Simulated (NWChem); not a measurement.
System: C4H5NO; SMILES C1=COCN=C1

Input file for NWChem:

```
start job
memory heap 200 mb stack 900 mb global 1100 mb
geometry units angstroms noautosym nocenter noautoz
  C      1.352888     0.131557    -0.212656
  C      0.780538    -1.085795     0.027097
  O     -0.522680    -1.225371     0.300651
  C     -1.334597    -0.068728    -0.094081
  N     -0.773450     1.215831     0.219258
  C      0.511656     1.285112     0.072455
  H      2.430594     0.222850    -0.398214
  H      1.336443    -2.035451     0.105694
  H     -1.499922    -0.147825    -1.200024
  H     -2.298118    -0.223910     0.427478
  H      0.995087     2.267333     0.246506
end
basis spherical
  * library def2-svp
end
dft
  xc m06-2x
  iterations 150
end
cosmo
  dielec 46.7
end
task dft energy
```

All runs use the structure optimised with PBE-D3(BJ)/def2-SVP.

Level: M06-2X/def2-SVP with COSMO at NWChem's default radii, gas-phase geometry; the question gives the dielectric constant.

### Question
Predict the main results of this run. (M06-2X/def2-SVP, COSMO on the gas-phase geometry.) Quantities: electrostatic solvation energy (kcal/mol); dipole in solution (D).

### Answer
```json
{
  "electrostatic solvation energy (kcal/mol)": "-5.5",
  "dipole in solution (D)": "2.56"
}
```
